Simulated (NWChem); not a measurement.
A series in which one site is exchanged, each optimised at PBE0/def2-SVP with NWChem, gas phase unless a solvent is named. Some are not confirmed as minima by frequencies. def2 effective core potentials on Sn; no spin-orbit coupling.

A: [F][Sn]([F])([Cl])[Cl] (SnCl2F2; site = Cl)
B: [F][Sn]([F])([Cl])[Br] (SnBrClF$_{2}$; site = Br)
C: [F][SnH]([Cl])[F] (SnHClF2; site = H)
D: [F][Sn]([F])([Cl])[F] (SnClF$_{3}$; site = F)

Values for A:

```
Item                                                Result
--------------------------------------------------  ------
dipole (D), PBE0/def2-SVP                             1.42
orbital gap (eV), PBE0/def2-SVP                       6.57
static polarisability, PBE/def2-SVPD (bohr³)          67.0
lowest singlet excitation, PBE/def2-SVPD, TDA (eV)    4.29
```

Q: How do these values change for the other members?

A: 
```json
[
 {"change from A": "dipole (D), PBE0/def2-SVP", "B": "+0.42", "C": "+1.60", "D": "-0.02"},
 {"change from A": "orbital gap (eV), PBE0/def2-SVP", "B": "-0.51", "C": "+0.91", "D": "+0.31"},
 {"change from A": "static polarisability, PBE/def2-SVPD (bohr³)", "B": "+8.5", "C": "-13.9", "D": "-15.4"},
 {"change from A": "lowest singlet excitation, PBE/def2-SVPD, TDA (eV)", "B": "-0.38", "C": "+0.92", "D": "+0.25"}
]
```
